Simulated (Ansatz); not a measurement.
A nudged elastic band was laid between two geometries of FH3InNO (7 atoms, charge 0, multiplicity 1).

Method: Ansatz 0.2.0, RKS B3LYP/def2-SVP.

```
movable images  : 5
climbing image  : yes
spring          : 5.0 eV/Å²
optimiser       : quadratic models (default)
start path      : IDPP
force threshold : 0.2 eV/Å
iteration limit : 60
end points      : relaxed
```

First end point:

```xyz
7
Properties=species:S:1:pos:R:3
N -0.147 -0.672 -1.523
In -0.095 -0.003 0.397
O 0.252 1.859 1.033
F -0.667 -1.230 1.834
H 0.021 -1.676 -1.594
H 0.512 -0.195 -2.138
H 0.124 1.917 1.991
```

Last end point:

```xyz
7
Properties=species:S:1:pos:R:3
N -0.173 -0.587 -1.391
In -0.119 -0.123 0.599
O 0.152 1.619 1.539
F -0.641 -1.558 1.836
H -0.060 -1.589 -1.549
H 0.530 -0.101 -1.949
H 0.312 2.341 0.915
```

(1) What changes between the two ends?

(2) What energy profile does the band end with?

(3) What is the geometry of the highest image?

Results:

(1) No bond is made or broken. The dihedral N1–In2–O3–H7 goes from 174 to -2°.

(2) The run converged. The highest image is number 4 of 0 to 6, 12.0 kJ/mol above the first end and 5.0 kJ/mol above the last; the last end lies 7.0 kJ/mol above the first. The threshold of 0.2 eV/Å is loose, so the images may lie well off the minimum-energy path. Another band between the same ends (5 images) ends at a top of the same energy, where a vibrational analysis finds 1 clearly imaginary mode.

| image | path coordinate (Å) | energy (kJ/mol) | dihedral N1–In2–O3–H7 (°) |
| --- | --- | --- | --- |
| 0 | 0.00 | 0.0 | 174 |
| 1 | 0.29 | 1.8 | 152 |
| 2 | 0.57 | 6.1 | 128 |
| 3 | 0.86 | 10.4 | 102 |
| 4 | 1.15 | 12.0 | 75 |
| 5 | 1.55 | 9.3 | 35 |
| 6 | 1.95 | 7.0 | -2 |

(3) 
```xyz
7
Properties=species:S:1:pos:R:3
N -0.274 -0.419 -1.480
In 0.009 -0.158 0.522
O 0.699 1.440 1.522
F -0.589 -1.648 1.666
H -0.298 -1.406 -1.743
H 0.422 0.051 -2.060
H 0.031 2.139 1.573
```

Run time: 61 s on 1 thread of AMD EPYC 9R45 96-Core Processor (Zen 5), with other jobs on the host, peak memory 0.19 GiB.
